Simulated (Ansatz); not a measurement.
`CC(F)[SiH2]N`, charge 0, multiplicity 1.

Question: Give a relaxed structure at PBE0-D4/def2-TZVP (the Gaussian-basis code of Ansatz). (An estimate is asked.)

Answer: The calculation gave: 
```xyz
13

C     1.2419    0.9507    0.6517
C    -0.2004    0.5695    0.8785
F    -0.9432    1.7306    1.1508
Si   -1.0218   -0.2918   -0.6011
N    -0.1718   -1.7290   -1.0083
H     1.3460    1.5992   -0.2220
H     1.8414    0.0507    0.4900
H     1.6471    1.4768    1.5198
H    -0.2798   -0.0677    1.7679
H    -2.4056   -0.6911   -0.2377
H    -1.0484    0.7111   -1.7042
H    -0.6690   -2.5963   -1.1164
H     0.6634   -1.7127   -1.5690
```
This is one stationary point; other conformers may exist.
